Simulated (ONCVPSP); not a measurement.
## Which change was made? (Te, ONCV)

* Element: tellurium (Te)
* Generator: ONCVPSP 4.0.1
* Type: optimised norm-conserving Vanderbilt (ONCV)
* Functional: PBE
* Relativity: fully relativistic
* Frozen core: [Kr] 4d10
* Valence charge: 6
* Reference configuration: 5s2 5p4
* Partial waves: 5s: rc 1.65 bohr, ncon 4, nbas 7, qcut 3.1 1/bohr, 2 projectors, debl 3.7 Ha; 5p: rc 2.25 bohr, ncon 4, nbas 7, qcut 4.2 1/bohr, 1 projector
* Local potential: polynomial inside 1.35 bohr (lpopt 5, dvloc0 2 Ha)
* Core correction: Teter function, fcfact 5.5, rcfact 1.45

Open shells are filled in proportion to 2j + 1.

Cutoffs, loose and tight: the cutoffs (Ha) at which the residual kinetic energy of the hardest occupied pseudo-wave falls to 1 and 0.1 mHa per electron. They do not see the model core or the augmentation charge, which bear on the density cutoff. Test errors are all-electron minus pseudo excitation energies from the reference, over the configurations 5s2 5p3; 5s2 5p2; 5s2 5p1; 5s2 5p0; variants that change the core or the reference have their own tests.

The base gives: outcome: generated; cutoff, loose: 15 Ha; cutoff, tight: 29 Ha; bound ghosts: none; GHOST(+) flags above zero: s, p3/2; largest test error (meV): -784.

Q: After one change the result is: outcome: generated; cutoff, loose: 15 Ha; cutoff, tight: 30 Ha; bound ghosts: none; GHOST(+) flags above zero: s, p3/2; largest test error (meV): -198. Which change was it?
A. core [Ar] 3d10 4s2, valence charge 22; reference 4p6 4d10 5s2 5p4; waves now 5s: rc 1.35 bohr, ncon 4, nbas 7, qcut 4.4 1/bohr, 2 projectors, debl 1.7 Ha; 4p+5p: rc 1.10 bohr, ncon 4, nbas 9, qcut 13.9 1/bohr, 2 projectors; 4d: rc 1.00 bohr, ncon 4, nbas 8, qcut 8.8 1/bohr, 2 projectors, debl 1.3 Ha; local potential polynomial inside 0.65 bohr (lpopt 4, dvloc0 6 Ha)
B. reference 5s2 5p3
C. s: ncon 5, nbas 8

A: B. The others give: core [Ar] 3d10 4s2, valence charge 22; reference 4p6 4d10 5s2 5p4; waves now 5s: rc 1.35 bohr, ncon 4, nbas 7, qcut 4.4 1/bohr, 2 projectors, debl 1.7 Ha; 4p+5p: rc 1.10 bohr, ncon 4, nbas 9, qcut 13.9 1/bohr, 2 projectors; 4d: rc 1.00 bohr, ncon 4, nbas 8, qcut 8.8 1/bohr, 2 projectors, debl 1.3 Ha; local potential polynomial inside 0.65 bohr (lpopt 4, dvloc0 6 Ha) → outcome: failed: optimize: ERROR ps0norm > uunorm, code will stop | s: ncon 5, nbas 8 → outcome: generated; cutoff, loose: 53 Ha; cutoff, tight: 63 Ha; bound ghosts: none; GHOST(+) flags above zero: s, p3/2; largest test error (meV): -781.
